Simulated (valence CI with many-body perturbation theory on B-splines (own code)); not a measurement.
Energy levels of Lu⁵⁷⁺

Calculated by valence CI with perturbative core correlation (CI+MBPT): four valence electrons over a frozen Dirac-Fock core [Ne], radial functions for each j: 11 s, 11 p, 10 d, 8 f, 5 g, 2 h, with the one-electron correlation potential Σ1 (screened to all orders), the two-electron term Σ2, the three-electron term Σ3, Breit, model QED; selected single and double excitations, second order for the rest, scaled by the run's own slope (own B-spline code, finite nucleus).

No measured spectrum was set against this ion. As an estimate, large intervals hold to a few tenths of a per cent, small ones and those within an open d or f shell to about a per cent. Among the levels kept, up to 560 cm⁻¹ of a level comes from second order outside the variational space, and about a tenth of that is noise between levels of different J, which matters for small intervals.

Levels 46 to 90 of 166, with energies above the lowest level, (3s^2 3p1/2^2) J=0. "Leading %" is the weight of the configuration and term that name the level; weights of strongly mixed levels are sums over their largest components and can fall short. In the jj column 3d3/2^4 stands for four electrons in 3d with j = 3/2. Lifetimes count E1, E2, E3, M1 and M2 decay at the calculated energies, and are blank where another channel may lead or the interval is too uncertain; long ones can be off by a factor of two.

```csv
No.,Configuration,Term,J,E (× 10³ cm⁻¹),Leading %,Lifetime,Second component,Leading jj
46,3s3p²3d,³P,0,8056.7,58,380 fs,17 % 3s²3d² ³P,3s 3p1/2 3p3/2 3d3/2 (60 %)
47,3s3p²3d,³P,2,8106.3,34,2.08 ps,17 % 3s3p²3d ⁵D,3s 3p1/2 3p3/2 3d5/2 (94 %)
48,3s3p²3d,³G,5,8116.8,58,53.1 ps,42 % 3s3p²3d ⁵F,3s 3p1/2 3p3/2 3d5/2 (99 %)
49,3s3p²3d,³F,3,8183.8,45,2.57 ps,18 % 3s3p²3d ⁵P,3s 3p1/2 3p3/2 3d5/2 (93 %)
50,3s3p²3d,³D,3,8263.2,62,1.91 ps,11 % 3s3p²3d ³F,3s 3p1/2 3p3/2 3d5/2 (94 %)
51,3s3p²3d,³P,1,8266.5,42,1.51 ps,26 % 3s3p²3d ³D,3s 3p1/2 3p3/2 3d5/2 (85 %)
52,3s3p²3d,³F,4,8286.9,39,3.90 ps,36 % 3s3p²3d ¹G,3s 3p1/2 3p3/2 3d5/2 (91 %)
53,3s3p²3d,¹D,2,8298.8,24,1.31 ps,14 % 3s3p²3d ³P,3s 3p1/2 3p3/2 3d5/2 (82 %)
54,3s3p²3d,³D,3,8377.6,37,738 fs,23 % 3s3p²3d ³F,3s 3p1/2 3p3/2 3d5/2 (91 %)
55,3s3p²3d,³F,4,8399.1,46,1.05 ps,34 % 3s3p²3d ³G,3s 3p1/2 3p3/2 3d5/2 (90 %)
56,3s3p²3d,³D,1,8419.6,41,1.49 ps,25 % 3s3p²3d ¹P,3s 3p1/2 3p3/2 3d5/2 (91 %)
57,3s²3d²,³F,2,8423.7,51,212 fs,12 % 3s3p²3d ³D,3s^2 3d3/2^2 (61 %)
58,3s3p³,³P°,2,8427.7,50,635 fs,16 % 3s3p³ ³D°,3s 3p3/2^3 (97 %)
59,3s3p²3d,³P,1,8512.3,31,1.34 ps,28 % 3s3p²3d ³S,3s 3p1/2 3p3/2 3d5/2 (90 %)
60,3s3p²3d,¹F,3,8524.0,38,712 fs,31 % 3s3p²3d ³F,3s 3p1/2 3p3/2 3d5/2 (87 %)
61,3s3p²3d,³D,2,8533.8,21,989 fs,17 % 3s3p²3d ¹D,3s 3p1/2 3p3/2 3d5/2 (81 %)
62,3s3p²3d,³P,0,8534.0,47,916 fs,27 % 3s3p²3d ¹S,3s 3p1/2 3p3/2 3d5/2 (75 %)
63,3s3p²3d,³P,2,8591.5,32,434 fs,31 % 3s3p²3d ³D,3s 3p1/2 3p3/2 3d5/2 (92 %)
64,3s²3d²,³P,0,8610.5,50,185 fs,15 % 3s3p²3d ¹S,3s^2 3d3/2^2 (61 %)
65,3s3p³,¹P°,1,8684.4,38,281 fs,24 % 3s3p³ ³S°,3s 3p3/2^3 (97 %)
66,3s²3d²,³F,3,8871.3,80,347 fs,6 % 3s3p²3d ³F,3s^2 3d3/2 3d5/2 (80 %)
67,3s²3d²,¹G,4,8951.0,58,455 fs,29 % 3s²3d² ³F,3s^2 3d3/2 3d5/2 (85 %)
68,3s²3d²,³P,2,8956.9,41,322 fs,23 % 3s²3d² ¹D,3s^2 3d3/2 3d5/2 (80 %)
69,3s²3d²,³P,1,8986.8,82,329 fs,4 % 3s3p²3d ³P,3s^2 3d3/2 3d5/2 (82 %)
70,3p³3d,³D°,2,9003.2,17,3.01 ps,16 % 3p³3d ³F°,3p1/2^2 3p3/2 3d3/2 (73 %)
71,3p³3d,³P°,0,9095.5,52,1.77 ps,21 % 3p³3d ⁵D°,3p1/2^2 3p3/2 3d3/2 (84 %)
72,3p³3d,³F°,3,9132.9,25,1.15 ps,19 % 3p³3d ³G°,3p1/2^2 3p3/2 3d3/2 (86 %)
73,3p³3d,³D°,1,9138.1,31,1.18 ps,25 % 3p³3d ³P°,3p1/2^2 3p3/2 3d3/2 (90 %)
74,3s3p3d²,⁵G°,2,9207.5,54,1.40 ps,26 % 3s3p3d² ³F°,3s 3p1/2 3d3/2^2 (81 %)
75,3s3p3d²,⁵G°,3,9328.8,30,1.30 ps,19 % 3s3p3d² ³F°,3s 3p1/2 3d3/2^2 (88 %)
76,3s²3d²,³F,4,9380.3,62,2.07 ps,31 % 3s²3d² ¹G,3s^2 3d5/2^2 (91 %)
77,3s²3d²,¹D,2,9456.7,44,1.68 ps,44 % 3s²3d² ³P,3s^2 3d5/2^2 (94 %)
78,3s3p3d²,⁵D°,0,9533.4,54,440 fs,33 % 3s3p3d² ³P°,3s 3p1/2 3d3/2^2 (81 %)
79,3s3p3d²,⁵F°,1,9563.0,43,343 fs,39 % 3s3p3d² ³D°,3s 3p1/2 3d3/2^2 (92 %)
80,3s3p3d²,⁵D°,1,9609.8,30,558 fs,26 % 3s3p3d² ³P°,3s 3p1/2 3d3/2^2 (90 %)
81,3s3p3d²,³D°,2,9615.6,27,312 fs,25 % 3s3p3d² ⁵F°,3s 3p1/2 3d3/2^2 (84 %)
82,3p³3d,³F°,4,9638.6,43,1.48 ps,22 % 3p³3d ⁵D°,3p1/2^2 3p3/2 3d5/2 (88 %)
83,3s²3d²,¹S,0,9658.7,66,1.53 ps,25 % 3s²3d² ³P,3s^2 3d5/2^2 (90 %)
84,3p³3d,³P°,2,9686.7,18,1.26 ps,15 % 3p³3d ³D°,3p1/2^2 3p3/2 3d5/2 (78 %)
85,3s3p3d²,⁵G°,3,9743.7,14,2.52 ps,11 % 3s3p3d² ⁵F°,3s 3p1/2 3d3/2 3d5/2 (59 %)
86,3p⁴,¹D,2,9828.2,43,486 fs,19 % 3p⁴ ³P,3p1/2 3p3/2^3 (62 %)
87,3s3p3d²,⁵P°,1,9835.0,25,2.37 ps,25 % 3s3p3d² ⁵D°,3s 3p1/2 3d3/2 3d5/2 (76 %)
88,3s3p3d²,⁵G°,4,9843.2,44,4.22 ps,16 % 3s3p3d² ³G°,3s 3p1/2 3d3/2 3d5/2 (95 %)
89,3s3p3d²,⁵G°,3,9851.0,16,1.22 ps,13 % 3p³3d ³D°,3s 3p1/2 3d3/2 3d5/2 (46 %)
90,3s3p3d²,⁵D°,2,9856.8,28,1.49 ps,11 % 3s3p3d² ⁵P°,3s 3p1/2 3d3/2 3d5/2 (84 %)
```
